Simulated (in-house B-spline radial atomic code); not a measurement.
## RPA and G0W0 on PBE: Nb30+

Configuration [Ne] 3s1, highest spin, mean-field start PBE. Computed with an all-electron radial atomic-structure program (B-spline basis): all electrons, non-relativistic, point nucleus, each spin shell either full or empty, empty states to l = 9 with an (l + 1/2)⁻⁴ tail; G0W0 by contour deformation at full frequency.

Without relativity these are model numbers: it shifts the levels of so heavy an element strongly and can reorder them.

Command:
```bash
python run_gw.py task.json out
```
Settings (radii: box in bohr, nucleus in fm):
```
Z                        41
electrons                11
configuration            [Ne] 3s1
hamiltonian              nr
method                   pbe,pbe
lmax                     9
spin_polarised           True
box_radius               3.04
intervals                46
ion_configuration        [He] 2s2 2p6
```

Run time, properties included: 2.3 s on 1 thread of Arm Neoverse N1 (shared host).

Energies (hartree):

| term | value |
| --- | --- |
| mean-field total | -3078.58023 |
| Hartree-Fock functional on these orbitals | -3078.66689 |
| direct second order | -0.78591 |
| second-order exchange | 0.33138 |
| SOSEX correction | 0.31071 |

Problem. What is the RPA correlation energy, and what remains with SOSEX?

Solution. RPA gives -0.74873 hartree (-1.85 eV per electron); RPA + SOSEX gives -0.43803, and the second-order doubles -0.45453 hartree (no singles). RPA lacks exchange-type terms and so overcorrelates at short range.

Quasi-particle levels (eV):

```
  level  occupied  mean field  Σx - vxc     Σc  QP weight      G0W0
  3s up       yes    -1628.32    -22.27      ?          ?         ?
2p down       yes    -3848.42    -83.93   3.08      0.994  -3929.26
  2p up       yes    -3850.50    -84.69   3.37      0.990  -3931.82
2s down       yes    -4032.83   -102.07   3.02      0.990  -4131.88
3s down        no    -1615.82     28.77  -5.75      0.964  -1592.79
```

G0W0 = mean field + (Σx - vxc) + Σc, with Σc (partial-wave tail included) taken at the quasi-particle energy. Only the outer levels were computed.

Problem. Where does G0W0 put 3s up?

Solution. At -1654.60 eV, with Σc = -4.01 eV and a quasi-particle weight of 0.982. The tabulated removal energy is 1684.97 ± 0.05 eV (NIST, semi-empirical); the calculation leaves out relativity, Breit and QED terms, and what these don't explain is the method's own error.

Problem. What does it cost to remove one electron (to [He] 2s2 2p6) by differences of total energies, each species on its own start (correlation terms add to the Hartree-Fock functional)?

Solution. PBE 1654.56 eV, Hartree-Fock functional 1650.41 eV, + RPA 1653.38 eV, + RPA + SOSEX 1651.06 eV, + second order 1651.15 eV. Tabulated: 1684.97 ± 0.05 eV (NIST, semi-empirical); the calculation leaves out relativity, Breit and QED terms, and what these don't explain is the method's own error.
